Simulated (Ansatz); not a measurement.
Isolated molecules relaxed with PBE0-D4/def2-TZVP in Ansatz; ΔE leaves out vibrations. CCSD(T)/CBS adds triple-zeta CCSD(T) − MP2 to the extrapolated MP2 energy (def2 sets, frozen cores). DFT in def2-TZVPP. HSE06 is defined as in plane-wave codes. Elements past krypton have def2 core potentials. For Sb outer-core shells are correlated without core-valence functions, which leaves a few kJ/mol of doubt a bond. One conformer a species, not always the lowest.

Reaction (formal exchange of groups at the Sb–Si bond): `[CH3][AlH][SiH2][SbH2]` + `CB(F)F` → `FB(F)[CH2][SbH2]` + `[CH3][AlH][SiH3]`

| level | ΔE (kJ/mol) | difference from CCSD(T)/CBS |
| --- | --- | --- |
| r2SCAN0-D4 | 79.9 | 7.5 |
| CAM-B3LYP-D4 | 62.8 | -9.6 |
| ωB97X-V | 65.6 | -6.8 |
| ωB97M-V | 72.1 | -0.3 |
| BLYP | 60.0 | -12.4 |
| r2SCAN0 | 78.6 | 6.2 |
| HSE06 | 79.0 | 6.6 |
| BHLYP | 58.6 | -13.8 |
| LC-ωPBE | 70.3 | -2.1 |
| RPA@PBE/def2-TZVPP | 56.5 | -15.9 |
| HF/def2-TZVPP | 43.5 | -28.9 |
| SCS-MP2/def2-TZVPP | 60.5 | -11.9 |
| CCSD/def2-TZVPP | 60.9 | -11.5 |
| HF/def2-QZVPP | 42.9 | -29.5 |
| MP2/def2-QZVPP | 74.1 | 1.7 |
| SCS-MP2/def2-QZVPP | 63.8 | -8.6 |
| CCSD(T)/CBS | 72.4 | 0 |

Largest T1 diagnostic among the species: 0.014.

Leaving LDA and LC-ωPBE aside and taking each functional with its dispersion term where it has one, the values, not all of them listed here, spread over 21.4 kJ/mol, from CAM-B3LYP-D4 to PBE-D4. LDA lies +11.3 kJ/mol from PBE without D4. In def2-TZVPP, CCSD(T) changes the Hartree–Fock value by +21.9 kJ/mol (the triples alone add +4.6 kJ/mol) and MP2 by +26.8 kJ/mol. At CCSD(T), def2-SVP lies −4.8 kJ/mol from the extrapolated value and def2-TZVPP −6.9 kJ/mol.
